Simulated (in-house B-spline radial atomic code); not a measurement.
## Ionising Te8+ with different functionals

Computed with an all-electron radial atomic-structure program (B-spline basis): non-relativistic Hamiltonian, point nucleus, spin-polarised at highest spin, spherical fractional occupations for the functionals, and exact exchange of hybrids averaged over the configuration. The ionisation energy is the difference of two self-consistent energies, [Kr] 4d8 → [Kr] 4d7, without Breit or QED terms; ε is the level of the shell that loses the electron (its least bound occupied spin orbital). There is no spin-orbit coupling in this Hamiltonian.

```json
{"method": "PBE0", "rung": "global hybrid", "ΔSCF (eV)": "170.15", "-ε(4d) (eV)": "161.92"}
{"method": "B3LYP", "rung": "global hybrid", "ΔSCF (eV)": "170.14", "-ε(4d) (eV)": "161.25"}
{"method": "TPSSh", "rung": "global hybrid", "ΔSCF (eV)": "170.07", "-ε(4d) (eV)": "159.92"}
{"method": "M06-2X", "rung": "global hybrid", "ΔSCF (eV)": "170.22", "-ε(4d) (eV)": "165.60"}
{"method": "BHandHLYP", "rung": "global hybrid", "ΔSCF (eV)": "169.91", "-ε(4d) (eV)": "164.90"}
{"method": "r2SCAN0", "rung": "global hybrid", "ΔSCF (eV)": "170.19", "-ε(4d) (eV)": "162.09"}
{"method": "B97-1", "rung": "global hybrid", "ΔSCF (eV)": "170.18", "-ε(4d) (eV)": "161.38"}
{"method": "HSE06", "rung": "range-separated hybrid", "ΔSCF (eV)": "170.10", "-ε(4d) (eV)": "161.45"}
{"method": "wB97X", "rung": "range-separated hybrid", "ΔSCF (eV)": "169.98", "-ε(4d) (eV)": "164.21"}
{"method": "CAM-B3LYP", "rung": "range-separated hybrid", "ΔSCF (eV)": "170.07", "-ε(4d) (eV)": "163.25"}
{"method": "LC-wPBE", "rung": "range-separated hybrid", "ΔSCF (eV)": "170.16", "-ε(4d) (eV)": "164.30"}
```

Question: Among the functionals, which spreads more, the ΔSCF values or the orbital energies?

Answer: The orbital energies: ΔSCF values span about 0.32 eV and the orbital energies 5.68 eV; here energy differences depend much less on the functional than eigenvalues do.

Question: How do they compare with the NIST value?

Answer: NIST lists 167 eV ± 2.2 (tabulated theory, ground level to ground level). Errors run from +2.91 to +3.22 eV; all lie within about twice that uncertainty, so the table can't rank the methods.
